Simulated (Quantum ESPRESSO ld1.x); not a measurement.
Values are calculated unless marked as measured or tabulated.
C+, configuration [He] 2s1 2p1 3s1 (not the ground configuration). Level of theory: scalar-relativistic Kohn-Sham, Wu-Cohen GGA, spin-unpolarised, spherical densities, point nucleus (ld1.x of Quantum ESPRESSO 7.5).

Normalised radial functions P(r) = r R(r), r in bohr:

r	1s	2p	3s
0.01189	0.3074	0.0011	0.0292
0.015	0.3804	0.0018	0.0361
0.01892	0.4684	0.0028	0.0444
0.02405	0.5773	0.0045	0.0547
0.03033	0.7010	0.0070	0.0663
0.03824	0.8430	0.0108	0.0796
0.04862	1.0071	0.0170	0.0947
0.06131	1.1775	0.0260	0.1100
0.07732	1.3503	0.0395	0.1249
0.09751	1.5116	0.0593	0.1375
0.124	1.6459	0.0891	0.1451
0.1563	1.7203	0.1299	0.1436
0.1972	1.7163	0.1855	0.1290
0.2486	1.6164	0.2588	0.0970
0.3161	1.4088	0.3542	0.0425
0.3986	1.1264	0.4633	-0.0305
0.5027	0.8059	0.5817	-0.1168
0.634	0.5028	0.6965	-0.2026
0.8059	0.2585	0.7910	-0.2665
1.016	0.1096	0.8313	-0.2748
1.282	0.0356	0.7970	-0.2047
1.629	0.0078	0.6759	-0.0438
2.055	0.0012	0.4985	0.1691
2.592	0.0001	0.3119	0.3814
3.268	0.0000	0.1636	0.5296
4.155	0.0000	0.0658	0.5487
5.24	0.0000	0.0198	0.4228
6.608	0.0000	0.0040	0.2428
8.333	0.0000	0.0005	0.1022
10.59	0.0000	0.0000	0.0275
13.36	0.0000	0.0000	0.0048

1s: eigenvalue -299.47 eV, 0 radial nodes, <r> = 0.270 bohr, 90 % of the charge inside 0.485 bohr. 2p: eigenvalue -24.083 eV, 0 radial nodes, <r> = 1.36 bohr, 90 % of the charge inside 2.23 bohr. 3s: eigenvalue -7.741 eV, 2 radial nodes at r = 0.364, 1.71 bohr, <r> = 4.17 bohr, 90 % of the charge inside 6.06 bohr.
